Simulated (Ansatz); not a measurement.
Pulling on the Ge1–Ge2 bond in Ge2H6 (SMILES [GeH3][GeH3]) (multiplicity 1 held, fragments rigid). Energies count from the point at 2.436 Å.
Geometry at that point (charge 0, multiplicity 1):
```xyz
8

Ge    -1.2141     0.0950    -0.0155
Ge     1.2141    -0.0950     0.0155
H     -1.8156    -0.8837    -1.0399
H     -1.6355     1.5247    -0.3991
H     -1.7954    -0.2307     1.3719
H      1.6355    -1.5247     0.3991
H      1.8156     0.8837     1.0399
H      1.7954     0.2307    -1.3719
```

R- and RO- levels are restricted; in cc, def2 and unpolarised 6-31G sets they are followed outwards from rest. Unrestricted levels (U-) break spin symmetry where that is lower. Active spaces are followed from a long bond inwards. Curves can end on different states.

Cores are frozen in the correlated methods. Filled d and f shells under p-block atoms count as core.

Run with Ansatz (a first-principles code) with Gaussian orbitals. Each number belongs to the level named beside it.

Energies in kcal/mol.

| R (Å) | R-r2SCAN/cc-pVTZ | U-B3LYP/cc-pVTZ | SC-NEVPT2 on CASSCF(2,2)/cc-pVTZ | FIC-MRCISD on CASSCF(2,2)/cc-pVTZ | FIC-MRCISD+Q on CASSCF(2,2)/cc-pVTZ |
|---|---|---|---|---|---|
| 1.949 | 46.6 | 50.7 | 56.7 | 56.7 | 56.6 |
| 2.192 | 7.5 | 9.3 | 11.2 | 11.0 | 11.0 |
| 2.436 | 0.0 | 0.0 | 0.0 | 0.0 | 0.0 |
| 2.679 | 5.8 | 4.6 | 3.9 | 4.2 | 4.4 |
| 2.923 | 16.7 | 14.5 | 13.9 | 14.5 | 14.9 |
| 3.288 | 34.8 | 31.8 | 31.3 | 32.1 | 32.7 |
| 3.654 | 51.0 | 47.4 | 46.2 | 46.9 | 47.8 |
| 4.263 | 70.8 | 62.6 | 60.7 | 61.2 | 62.4 |
| 4.872 | 82.7 | 66.6 | 65.9 | 66.2 | 67.6 |
| 5.602 | 90.2 | 67.8 | 67.4 | 67.6 | 69.2 |
| 6.577 | 94.3 | 68.0 | 67.7 | 67.9 | 69.5 |
| 7.795 | 95.8 | 68.1 | 67.8 | 68.0 | 69.6 |

Doubts at one or more of the structures used: a restricted determinant that unrestricted orbitals would lower (R-r2SCAN/cc-pVTZ); a spin-contaminated determinant (U-B3LYP/cc-pVTZ).
